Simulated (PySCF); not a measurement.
# Mn(2+) (manganese, charge +2): UHF calculation

Configuration: [Ar] 3d4 4p1, one real determinant (an excited configuration). Calculation: PySCF 2.14, in aug-cc-pVQZ (9s8p6d4f3g2h, 140 functions); the non-relativistic Hamiltonian (point nucleus).

| Property | Result |
| --- | --- |
| Total energy | -1148.622978 hartree |
| One-electron energy | -1561.5827 hartree |
| Hartree (Coulomb) energy | 463.2867 hartree |
| Exchange energy | -50.3270 hartree |
| Kinetic energy | 1148.72897 hartree |
| ⟨S²⟩ | 8.7520 |
| ⟨L²⟩ | 8.015 |
| Sum of ⟨r⟩ | 16.34 bohr |
| Sum of ⟨r²⟩ | 23.25 bohr² |
| Traceless quadrupole moment −½Σ⟨3z² − r²⟩ along its main axis | -3.68 e·bohr² |
| Density at the nucleus (Gaussians lack the cusp) | 10500 bohr⁻³ |
| Spin density at the nucleus | -0.528 bohr⁻³ |
| Langevin diamagnetic susceptibility | -18.4 ×10⁻⁶ cm³/mol |

```
shell  electrons  mean orbital energy (hartree)  spread (hartree)  rms radius, mean of both spins (bohr)
 1s α          1                     -241.53485                 0                                 0.0713
 1s β          1                     -241.53080                 0                                 0.0713
 2s α          1                      -30.19617                 0                                  0.305
 2s β          1                      -30.07207                 0                                  0.305
 2p α          3                      -25.89940           0.00366                                  0.274
 2p β          3                      -25.77494           0.03127                                  0.274
 3s α          1                       -4.96510                 0                                  0.914
 3s β          1                       -4.60688                 0                                  0.914
 3p α          3                       -3.65595           0.05216                                  0.969
 3p β          3                       -3.22054           0.06705                                  0.969
 3d α          4                       -1.59826           0.04725                                   1.15
 4p α          1                       -0.71188                 0                                   3.17
```

⟨L²⟩ = 8.02 against 12 for a pure F term, so this real determinant mixes terms.

Spin-orbit constants ζ (cm⁻¹) from the X2C one-electron operator on these orbitals (non-relativistic here): bare nucleus, nucleus screened by l(l+1)(2l+1)/3 electrons, and screened by the Breit-Pauli mean field of the electrons.

| shell | bare | screened nucleus | mean field |
| --- | --- | --- | --- |
| 2p | 57210 | 52630 | n/a |
| 3p | 7000 | 6440 | n/a |
| 3d | 692.8 | 415.7 | n/a |
| 4p | 523.4 | 481.6 | n/a |

To first order the Landé constant is A = 87.53 cm⁻¹, so the lowest level has J = 1/2 and lies 0.109 eV below the centre of the term. This holds in LS coupling only.
